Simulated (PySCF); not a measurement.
**A small calculation by hand: oscillator strength and radiative lifetime**

Be(H)(SeH) (BeH2Se), SMILES [BeH][SeH].

The structure is a stationary point at PBE0-D3(BJ)/def2-TZVP.

TDA-CAM-B3LYP/def2-TZVPD (PySCF) puts the first singlet state with f over 0.02 at 5.72 eV (vertical), with the transition dipole (0.000, 0.000, 0.578) in atomic units.

### Question
Find the oscillator strength, the wavelength and the radiative lifetime that this transition would have in vacuum if emission retraced absorption.

### Answer

|μ|² = 0.3341 au, so |μ| = 1.47 D. ΔE = 5.72/27.211 = 0.2102 hartree. f = (2/3) ΔE |μ|² = 0.047 (the program prints 0.047).
λ = 1239.84/5.72 = 217 nm; ν = 46135 cm⁻¹.
Einstein's coefficient A = 0.6670 ν² f s⁻¹ (ν in cm⁻¹) = 6.6e7 s⁻¹, so τ = 1/A = 15 ns. This state is S2; the lower singlet has f = 0.001. The figure is the radiative limit of this one transition; relaxation, internal conversion, crossing to triplets and a medium change what is measured.
